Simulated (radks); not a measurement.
Values are calculated unless marked as measured or tabulated.
Question: The molybdenum ion Mo+, 41 electrons, occupied as [Kr] 4d5. Code: a radial shooting solver on a logarithmic mesh with Libxc functionals. Model: Dirac Kohn-Sham, PBE, spin-unpolarised, spherical densities, finite nucleus; open shells fill j = l - 1/2 first; Fermi nuclear charge, rms radius 4.4091 fm. Some entries of the table are withheld. Estimate them.

orbital,occ.,eigenvalue (eV),<1/r> (bohr^-1),r(max) (bohr)
1s1/2,2,(1),43.55,(2)
2s1/2,2,-2804.142,9.913,0.1297
2p1/2,2,-2580.180,9.889,0.1009
2p3/2,4,-2473.617,9.416,0.1048
3s1/2,2,-482.7657,3.391,0.3838
3p1/2,2,(3),3.289,0.3710
3p3/2,4,(4),3.175,0.3803
3d3/2,4,-229.3403,2.986,(5)
3d5/2,6,-226.0192,2.957,(6)
4s1/2,2,-70.9648,1.233,0.9901
4p1/2,2,(7),1.109,(8)
4p3/2,4,(9),1.075,(10)
4d3/2,4,-10.4742,0.7194,1.375
4d5/2,1,-10.2600,0.7106,1.388

Answer: 
(1) 1s1/2 eigenvalue (eV): -19819.09
(2) 1s1/2 r(max) (bohr): 0.02287
(3) 3p1/2 eigenvalue (eV): -397.5352
(4) 3p3/2 eigenvalue (eV): -379.9918
(5) 3d3/2 r(max) (bohr): 0.3211
(6) 3d5/2 r(max) (bohr): 0.3238
(7) 4p1/2 eigenvalue (eV): -46.8579
(8) 4p1/2 r(max) (bohr): 1.056
(9) 4p3/2 eigenvalue (eV): -44.3863
(10) 4p3/2 r(max) (bohr): 1.081
